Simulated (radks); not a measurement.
The lanthanum ion La2+ inside a hard spherical wall (all orbitals vanish at R), configuration held at [Xe] 5d1 and not refilled when levels cross. Method: scalar-relativistic Kohn-Sham, r2SCAN, spin-polarised, spherical densities, finite nucleus; open shells are filled with parallel spins first (spin-orbit coupling, left out, can overturn this in heavy ions); meta-GGA in the generalised Kohn-Sham scheme; Fermi nuclear charge, rms radius 4.855 fm; computed with a radial shooting solver on a logarithmic mesh with Libxc functionals. Eigenvalues in eV for spin up, with the zero of energy where the potential of the charges vanishes at infinity; a dash marks a level that is unbound or too diffuse for the functional's potential to be trusted. A positive occupied level is held by the wall or, in an anion where self-interaction has pushed it up, behind a barrier. The pressure on the wall is -dE/dV.

R (bohr)  E (hartree)  kinetic (hartree)    e(4d)    e(5s)    e(5p)  e(4f, empty)    e(5d)  e(6s, empty)  pressure (GPa)
free       -8493.3608           8983.812  -118.27  -52.636  -35.754       -16.388  -14.738       -13.076               0
20         -8493.3608           8983.812  -118.27  -52.636  -35.754       -16.388  -14.738       -13.076        < 0.0001
10         -8493.3608           8983.812  -118.26  -52.635  -35.754       -16.387  -14.737       -13.071        0.000340
8          -8493.3606           8983.815  -118.25  -52.621  -35.741       -16.372  -14.721       -12.982          0.0142
7          -8493.3596           8983.823  -118.20  -52.581  -35.704       -16.328  -14.667       -12.728          0.0883
6          -8493.3552           8983.856  -118.05  -52.454  -35.589       -16.186  -14.465       -11.885           0.560
4          -8493.1963           8984.921  -115.62  -50.626  -33.723       -13.897  -10.810        -0.080            46.9
3.5        -8492.9079           8986.679  -112.78  -48.521  -31.318       -11.231   -6.670        11.600             182
3          -8492.0281           8991.363  -106.82  -43.704  -25.527        -5.538    2.410        35.594             770
2.5        -8489.2097           9004.055  -94.826  -31.733  -10.869         6.452   23.496        87.782            3630
